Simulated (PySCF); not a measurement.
C₃H₉FSi₂, SMILES F[C@]1([SiH3])C[C@H]1[SiH3].

The structure is a stationary point at r2SCAN-D4/def2-SVP. The structure was generated by enumeration; whether it is a known compound was not checked.

The numbers are results of TDA-PBE/def2-SVPD run with PySCF, not measurements.

Vertical excitations. Isolated molecule, no solvent.

Computed excitation energies, oscillator strengths and character:
| state | energy (eV) | λ (nm) | f | main pairs |
|---|---|---|---|---|
| S1 | 6.45 | 192 | 0.008 | HOMO→LUMO 96 % |
| S2 | 6.57 | 189 | 0.005 | HOMO−1→LUMO 94 % |
| S3 | 6.67 | 186 | 0.005 | HOMO→LUMO+1 92 % |
| S4 | 6.78 | 183 | 0.013 | HOMO→LUMO+2 71 %, HOMO−1→LUMO+1 25 % |
| S5 | 6.82 | 182 | 0.013 | HOMO−1→LUMO+1 66 %, HOMO→LUMO+2 24 % |
| S6 | 6.92 | 179 | 0.047 | HOMO−1→LUMO+2 91 % |
| T1 | 6.29 | 197 | 0 | HOMO→LUMO 95 % |
| T2 | 6.38 | 194 | 0 | HOMO−1→LUMO 95 % |
Triplets are in the Tamm–Dancoff approximation.
